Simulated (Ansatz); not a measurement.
Relaxation of ClH₇SiSn (10 atoms, charge 0, multiplicity 1), to a largest force component of 0.03 eV/Å in at most 50 steps.

Method: RKS B3LYP-D4/def2-SVP in Ansatz 0.2.0.

```xyz
10
Properties=species:S:1:pos:R:3
Sn -0.835 1.629 -0.624
Si 0.691 -1.675 0.531
H -0.638 2.402 -2.142
H -2.173 2.237 0.259
H -0.920 -0.056 -0.800
H 1.091 -0.339 0.911
Cl 1.097 2.281 0.642
H 1.567 -2.661 1.235
H 0.843 -1.880 -0.938
H -0.723 -1.938 0.927
```

Task: Where does it end, and by what steps?

Result: It converged. After 4 steps the energy has fallen by 0.153 eV; H8 moved furthest, 0.36 Å.

| step | energy less start (eV) | largest force component (eV/Å) | accepted |
| --- | --- | --- | --- |
| 0 | 0.0000 | 1.115 | yes |
| 1 | -0.1192 | 0.245 | yes |
| 2 | -0.1499 | 0.149 | yes |
| 3 | -0.1428 | 0.218 | no |
| 4 | -0.1535 | 0.010 | yes |

```xyz
10
Properties=species:S:1:pos:R:3
Sn -0.962 1.919 -0.726
Si 0.814 -1.958 0.631
H -0.794 2.688 -2.248
H -2.306 2.501 0.163
H -0.962 0.211 -0.861
H 1.262 -0.604 1.054
Cl 0.973 2.487 0.530
H 1.641 -3.002 1.301
H 0.952 -2.093 -0.848
H -0.618 -2.151 1.004
```

Whether the end is a true minimum wasn't checked by a vibrational analysis.

Run time: 46 s on 2 threads of AMD EPYC 7571, with other jobs on the host, peak memory 0.25 GiB.
